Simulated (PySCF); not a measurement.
## Correlation energy of Zn⁺ (zinc, charge +1)

[Ar] 3d10 4s1, 2S determinant. Computed with PySCF 2.14 in jorge-DZP-DKH (8s6p2d1f, 43 functions), with the spin-free X2C one-electron Hamiltonian (Gaussian nucleus). Frozen: [Ar]; 11 electrons correlated.

MP2 pair energies summed by pair of shells (mhartree):

```json
{"pair": "3d-3d", "energy": "-261.96", "share (%)": "95.1"}
{"pair": "3d-4s", "energy": "-13.49", "share (%)": "4.9"}
```

Total MP2 correlation energy: -275.45 mhartree.

Same-spin part -105.07 and opposite-spin part -170.38 mhartree; SCS-MP2 scales them by 1/3 and 6/5 to -239.48 mhartree.

```json
{"level": "CCSD", "correlation energy (mhartree)": "-254.20"}
{"level": "(T)", "correlation energy (mhartree)": "-7.29"}
{"level": "CCSD(T)", "correlation energy (mhartree)": "-261.49"}
```

Diagnostics: T1 = 0.0070, D1 = 0.0159, largest double amplitude 0.029.

Cost of the coupled-cluster step: 1.7 s of wall time on 1 thread of Neoverse-N1 (shared host), for 11 correlated electrons.

Iterations:

```
CC2 = 0
CCSD nocc = (np.int64(6), np.int64(5)), nmo = (34, 34)
frozen orbitals [[0, 1, 2, 3, 4, 5, 6, 7, 8], [0, 1, 2, 3, 4, 5, 6, 7, 8]]
max_cycle = 100
direct = 0
conv_tol = 1e-08
conv_tol_normt = 1e-06
diis_space = 8
diis_start_cycle = 0
Init t2, MP2 energy = -0.275451925957721
Init E_corr(UCCSD) = -0.275451926037696
cycle = 1  E_corr(UCCSD) = -0.247324015625873  dE = 0.0281279104  norm(t1,t2) = 0.0539461
cycle = 2  E_corr(UCCSD) = -0.255528300868629  dE = -0.00820428524  norm(t1,t2) = 0.0186709
cycle = 3  E_corr(UCCSD) = -0.25394244711657  dE = 0.00158585375  norm(t1,t2) = 0.00648726
cycle = 4  E_corr(UCCSD) = -0.254194791837768  dE = -0.000252344721  norm(t1,t2) = 0.0016581
cycle = 5  E_corr(UCCSD) = -0.254209302523462  dE = -1.45106857e-05  norm(t1,t2) = 0.000104445
cycle = 6  E_corr(UCCSD) = -0.254203459076396  dE = 5.84344707e-06  norm(t1,t2) = 2.13131e-05
cycle = 7  E_corr(UCCSD) = -0.254203959227266  dE = -5.0015087e-07  norm(t1,t2) = 4.34508e-06
cycle = 8  E_corr(UCCSD) = -0.254204085388093  dE = -1.26160826e-07  norm(t1,t2) = 1.02151e-06
cycle = 9  E_corr(UCCSD) = -0.254204086920161  dE = -1.53206842e-09  norm(t1,t2) = 1.59176e-07
UCCSD converged
E(UCCSD) = -1794.045621909117  E_corr = -0.2542040869201609
UCCSD(T) correction = -0.00729097815742689
```
